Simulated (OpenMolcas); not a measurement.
Ce3+ with 6 ligands (fluoride) in trigonal antiprismatic coordination (D3d), a polar angle of 58.0° against the regular 54.74°. A charge of +0.5 e stands 2.4 Å behind each ligand. Ligand basis ANO-RCC-VDZP.

- Program: OpenMolcas 26.06
- Method: SS-CASPT2, IPEA 0.25 Eh, imaginary shift 0.1 Eh (closed shells correlated: 5s 5p and the ligand valence shells)
- Basis: ANO-RCC-VTZP [8s7p5d3f2g1h]
- Scalar Hamiltonian: DKH2, point nucleus
- Active space: 1 electron in 7 orbitals (4f)
- State averaging: 2S+1 = 2 odd, 7 roots
- Spin-orbit coupling: state interaction with AMFI integrals over the reference wave functions

All ligands move together. At R = 2.23 Å the width of the lowest J multiplet is 1439 cm-1, and at R = 2.32 Å it is 1205 cm-1.

Question: A third run gives 960 cm-1. What distance was it run at?

Answer: With a power law R^-n the two known points give n = -ln(1205 / 1439) / ln(2.32 / 2.23) = 4.49. Then R = 2.23 × (1439 / 960)^(1/4.49) = 2.440 Å. The run was at 2.44 Å, so the estimate is off by 0 Å.

Roots that are degenerate in the reference are averaged as groups; the widest CASPT2 spread within a group is 69 cm-1 (the 2-fold group of multiplicity 2 near 2310 cm-1 above the lowest state of its run, R = 2.23). Shifts and gaps below about the spread of the groups concerned are not significant. Over all roots computed the reference weight is 0.71 in R = 2.23, 0.71 in R = 2.32, 0.71 in R = 2.44; a low but even weight reflects the number of correlated electrons. Splittings of an f shell from a small cluster at a set distance can be off by tens of per cent, mostly too small. No measured value stands beside these numbers; the geometry is a model, was not optimised and need not be the one that this ion takes.
